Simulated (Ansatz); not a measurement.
Species: GaCl2, net charge 1, singlet state. 
Structure (B3LYP-D3(BJ)/def2-TZVP (Ansatz, an electronic-structure program) minimum search):
```
Ga
Cl 1 2.0381
Cl 1 2.0381 2 180.00
```
Charge +1, spin multiplicity 1.

Basis-set convergence of Hartree-Fock and CCSD correlation energies (hartree) with Ansatz. Valence correlation only, unless marked. No spin-orbit coupling. The frozen core is the preceding noble-gas configuration, with the filled d and f shells of earlier blocks. No relativistic terms.

| basis | functions | E(HF) | E(corr, CCSD) |
|---|---|---|---|
| def2-SVP | 68 | -2841.52259 | -0.33447 |
| def2-TZVPP | 132 | -2842.09049 | -0.45261 |
| def2-QZVPP | 229 | -2842.15564 | -0.49056 |

Extrapolating the two largest sets (X = 3 and 4) as X^-3: E(corr) = (64·(-0.49056) - 27·(-0.45261))/37 = -0.5183 Eh, an estimate of the basis-set limit. The largest set recovers 94.7 % of it, the smallest 64.5 %.
